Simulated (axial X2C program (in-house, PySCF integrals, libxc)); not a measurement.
# Worked dissociation energy of InO⁺: PBE0, two-component

Calculated with an in-house all-electron X2C program for linear molecules (integrals from PySCF). Two-component (2c) means X2C with spin–orbit coupling and atomic mean-field two-electron Coulomb and Gaunt terms. Basis: In dyall-cv3z [11s12p9d4f1g], O dyall-av3z [7s6p3d2f] (cores contracted in-house); Gaussian nuclei, density fitting, unrestricted open shells. Masses: In 114.904 u, O 15.995 u.

Molecular state: Ω = 2 (⟨Sz⟩ = 1.00, ⟨Lz⟩ = 1.00 at PBE0).

| Item | Value |
| --- | --- |
| E(In+) (2M_J = 0) | -5877.985302 hartree |
| E(O) (2M_J = 2) | -75.071371 hartree |
| E(InO⁺) at Re | -5953.056750 hartree |
| ωe | 295.3 cm⁻¹ |
| ωexe | 14.2 cm⁻¹ |

Work out De and D0.

De = -5877.985302 + (-75.071371) − (-5953.056750) = 0.00008 hartree = 0.002 eV. The zero-point energy is ωe/2 − ωexe/4 = 144 cm⁻¹ = 0.018 eV, so D0 = -0.016 eV.

Dissociation energies refer to the lowest single-determinant-based atoms at the same level and basis. Density functionals use the spin component along the axis (collinear). In 2c an atomic determinant is not the ground J level, so De misses part of the atomic spin–orbit lowering. This holds for PBE0. Without a current term, density functionals place determinants with orbital angular momentum somewhat too high. The state is one determinant with fixed occupations, lowest in a PBE0 search at one distance only: followed along the bond, the 2c determinant Ω = 1 reaches 0.09 eV lower at PBE0, so the state shown is not the lowest. With several unpaired electrons one determinant need not be a pure state. Open-shell Ω = 0 determinants with evenly filled partner blocks cannot be reached by this program, so the Ω shown need not be the lowest component.

Each atomic determinant is the lowest at this level and need not be a pure J level. Totals compare only within one Hamiltonian and basis.
